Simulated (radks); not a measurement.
Values are calculated unless marked as measured or tabulated.
All-electron atom: Ru I in [Kr] 4d(up 3.5, down 3.5) 5s(up 0.5, down 0.5) (fractional occupations, a model configuration). Code: a radial shooting solver on a logarithmic mesh with Libxc functionals. Model: non-relativistic Kohn-Sham, SCAN, spin-polarised, spherical densities, point nucleus; meta-GGA in the generalised Kohn-Sham scheme; relativity is left out, which matters for an element this heavy.

Normalised radial functions P(r) = r R(r), r in bohr:

| r | 4p |
|---|---|
| 0.003188 | 0.0036 |
| 0.004286 | 0.0063 |
| 0.005762 | 0.0110 |
| 0.007686 | 0.0187 |
| 0.01033 | 0.0318 |
| 0.01389 | 0.0532 |
| 0.01853 | 0.0853 |
| 0.02491 | 0.1336 |
| 0.03349 | 0.1986 |
| 0.04467 | 0.2727 |
| 0.06006 | 0.3404 |
| 0.08075 | 0.3601 |
| 0.1077 | 0.2816 |
| 0.1448 | 0.0629 |
| 0.1947 | -0.2596 |
| 0.2597 | -0.5200 |
| 0.3491 | -0.5105 |
| 0.4694 | -0.1059 |
| 0.626 | 0.5101 |
| 0.8417 | 0.9883 |
| 1.132 | 1.0253 |
| 1.509 | 0.7107 |
| 2.029 | 0.3355 |
| 2.728 | 0.1061 |
| 3.639 | 0.0219 |
| 4.892 | 0.0024 |
| 6.577 | 0.0001 |
| 8.772 | 0.0000 |
| 11.79 | 0.0000 |

4p: eigenvalue -46.772 eV, 2 radial nodes at r = 0.154, 0.495 bohr, <r> = 1.14 bohr, 90 % of the charge inside 1.69 bohr.
